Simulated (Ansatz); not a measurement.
Compare A (`[SiH3]C1=CC1`) with its isomer B (`C1=C[SiH2]C1`).

Gas-phase electronic energies from Ansatz, PBE0-D4/def2-TZVP geometries. CBS: MP2 limit from def2 TZ/QZ plus the TZ coupled-cluster correction, frozen cores. DFT in def2-TZVPP. B3LYP here is the variant with VWN-RPA as its local correlation; programs differ in this.

**Question.** Which is lower in electronic energy at CCSD(T)/CBS, and by how much? (Estimate.)

**Answer.** The calculation gave: B, by 33.1 kcal/mol.

**Question.** Give E(B) − E(A) in kcal/mol with MP2/def2-TZVPP, B2PLYP, CCSD(T)/def2-TZVPP, PBE0-D4, CCSD(T)/def2-SVP, CCSD/def2-TZVPP, B3LYP-D4. (Best estimate.)

**Answer.** The calculation gave: MP2/def2-TZVPP -32.3, B2PLYP -31.4, CCSD(T)/def2-TZVPP -32.8, PBE0-D4 -33.0, CCSD(T)/def2-SVP -29.1, CCSD/def2-TZVPP -32.7, B3LYP-D4 -31.0. None reverses the order clearly.

**Question.** Does the order hold for the free energy at 298.15 K (harmonic terms from PBE0-D4)? (Estimate.)

**Answer.** The calculation gave: Yes: G(B) − G(A) = -29.8 kcal/mol.

Largest T1 diagnostic: 0.011.

From r2SCAN to r2SCAN0 (25 % exact exchange), in def2-TZVPP and without D4, E(B) − E(A) moves by −1.0 kcal/mol. In def2-TZVPP, CCSD(T) changes the Hartree–Fock value by −1.3 kcal/mol (the triples alone add −0.1 kcal/mol) and MP2 by −0.9 kcal/mol.
